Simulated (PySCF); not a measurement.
## Telling isomers of C$_{7}$H$_{8}$F$_{2}$O apart by NMR

[PySCF 2.14.0 with density-fitted response routines: GIAO PBE0/pcSseg-1 shieldings; GFN2-xTB geometry; relativity neglected; a single conformation; rapidly exchanging positions averaged; no solvent]

Chemical shifts δ = σref − σ; 1H, 13C against TMS, all at this level. Splittings of carbon signals by F and P are missing where no couplings were computed. Where no couplings were computed, multiplicities follow the n + 1 count of equivalent neighbours, and m marks all less simple cases (inequivalent or close neighbours, rings, F or P nearby). Shifts are as computed. Against solution values, carbons near 30 ppm lie about +3 ppm off and those near 130 ppm about +5 ppm. Of 1211 compounds with measured shifts, 218 miss one by over three times the rms of a fit or turn the order of signals round; such compounds aren't used in these exercises.

(1) Tabulate the signals of `FC(F)OCC1=CC=CC1`, `C=C[C@@]1(C(=O)F)CC[C@@H]1F`, `FC(F)O[C@@]12CC=C[C@@H]1C2`, `CC1=CC=C[C@H]1OC(F)F` and their relative energies.

(2) What is the quickest way to tell C=C[C@@]1(C(=O)F)CC[C@@H]1F from FC(F)O[C@@]12CC=C[C@@H]1C2?

(3) What is the quickest way to tell FC(F)O[C@@]12CC=C[C@@H]1C2 from CC1=CC=C[C@H]1OC(F)F?

(4) What is the quickest way to tell FC(F)OCC1=CC=CC1 from C=C[C@@]1(C(=O)F)CC[C@@H]1F?

Answers

(1) 
| SMILES | carbon types | δC | δH | E rel. (kcal/mol) |
| --- | --- | --- | --- | --- |
| FC(F)OCC1=CC=CC1 | 1×C 4×CH 2×CH2 | 150.5, 140.2, 139.4, 134.4, 123.2, 65.5, 44.3 | 6.84 (m, 1H), 6.79 (m, 1H), 6.67 (m, 1H), 6.65 (m, 1H), 5.26 (s, 2H), 2.91 (m, 2H) | 0.0 |
| C=C[C@@]1(C(=O)F)CC[C@@H]1F | 2×C 2×CH 3×CH2 | 171.8, 146.3, 129.5, 99.2, 59.5, 28.3, 22.6 | 6.15 (m, 1H), 6.14 (m, 1H), 5.88 (m, 1H), 5.18 (m, 1H), 2.91 (m, 1H), 2.44 (m, 1H), 2.36 (m, 1H), 1.58 (m, 1H) | 4.3 |
| FC(F)O[C@@]12CC=C[C@@H]1C2 | 1×C 4×CH 2×CH2 | 142.0, 138.1, 127.2, 70.3, 46.2, 35.5, 25.0 | 6.40 (m, 1H), 6.23 (m, 1H), 5.74 (m, 1H), 3.20 (m, 1H), 2.77 (m, 1H), 2.40 (m, 1H), 1.40 (m, 1H), 0.11 (m, 1H) | 8.5 |
| CC1=CC=C[C@H]1OC(F)F | 1×C 5×CH 1×CH3 | 155.7, 141.7, 141.6, 134.6, 127.1, 88.5, 16.7 | 6.55 (m, 1H), 6.54 (m, 1H), 6.53 (m, 1H), 6.24 (d, 1H), 4.30 (m, 1H), 2.23 (s, 3H) | 3.9 |

Energies are electronic energies at PBE0/pcSseg-1 on these geometries, without zero-point or thermal terms, each for the one conformer computed, which needn't be the lowest.

(2) Both give the same number of carbon signals, but DEPT or the intensities differ. The first has a carbonyl carbon (C) at 171.8 ppm, the second a three-membered-ring carbon (CH) at 35.5 ppm. Their most deshielded carbons lie at 171.8 and 142.0 ppm.

(3) Both give the same number of carbon signals, but DEPT or the intensities differ. The first has a three-membered-ring carbon (C) at 70.3 ppm, the second a fully substituted alkene carbon (C) at 155.7 ppm. Their most deshielded carbons lie at 142.0 and 155.7 ppm.

(4) Both give the same number of carbon signals, but DEPT or the intensities differ. The first has an allylic sp3 CH2 bonded to O at 65.5 ppm, the second a terminal =CH2 carbon at 129.5 ppm. Their most deshielded carbons lie at 150.5 and 171.8 ppm. In the proton spectra the most deshielded non-exchanging signals are 6.84 (m, 1H) and 6.15 (m, 1H).
